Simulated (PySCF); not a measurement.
Electron correlation in Zn²⁸⁺ (zinc, charge +28)

1s2, closed-shell 1S. Calculation: PySCF 2.14, in an even-tempered Gaussian basis (17 s from 35 bohr⁻², ratio 2.2; 7 p from 53 bohr⁻², ratio 2.4; 4 d from 160 bohr⁻², ratio 2.4; 3 f from 240 bohr⁻², ratio 2.4; 3 g from 360 bohr⁻², ratio 2.4); scalar relativity by spin-free X2C-1e. Frozen: nothing; 2 electrons correlated; the 9 highest virtual orbitals of each spin left out.

With two correlated electrons CCSD is exact within the correlated space (frozen core and kept virtual orbitals).

```
level  correlation energy (mhartree)
 CCSD                         -49.57
```

Diagnostics: T1 = 4.1e-06, D1 = 0.0000, largest double amplitude 0.001.

Cost of the coupled-cluster step: roughly 5 core-seconds, for 2 correlated electrons.
